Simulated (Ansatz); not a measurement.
CH7SbSi (`[SiH3][CH2][SbH2]`), relaxed with RKS PBE0-D4/def2-TZVP in Ansatz from a PBE-D4/def2-SVP geometry. The force threshold is 0.005 eV/Å; the program also tests the step.

The species carries charge 0 and has multiplicity 1. Sb takes the def2 core potential.

Start:

```xyz
10

Si    0.760    0.605    0.823
C     0.386   -0.862   -0.301
Sb   -1.549   -0.731   -1.364
H     2.093    0.448    1.514
H    -0.305    0.732    1.879
H     0.794    1.877    0.018
H     0.360   -1.811    0.275
H     1.164   -0.975   -1.084
H    -1.298    0.928   -1.817
H    -2.405   -0.212    0.057
```

Task: How much energy does the relaxation release, and in how many steps? (Estimate.)

Result: Computed: 1.02 kcal/mol, in 4 steps.

Task: Which bonds change most? (An estimate is asked.)

Result: Computed: C2–Sb3 from 2.211 to 2.170 Å; Sb3–H9 from 1.738 to 1.712 Å; Sb3–H10 from 1.738 to 1.712 Å; Si1–C2 from 1.886 to 1.865 Å.

Task: Give the relaxed structure. (Estimate.)

Result: Computed: 
```xyz
10

Si    0.754    0.598    0.815
C     0.380   -0.851   -0.297
Sb   -1.520   -0.715   -1.337
H     2.071    0.442    1.496
H    -0.298    0.722    1.859
H     0.788    1.854    0.019
H     0.354   -1.786    0.269
H     1.146   -0.963   -1.069
H    -1.287    0.915   -1.807
H    -2.386   -0.217    0.053
```
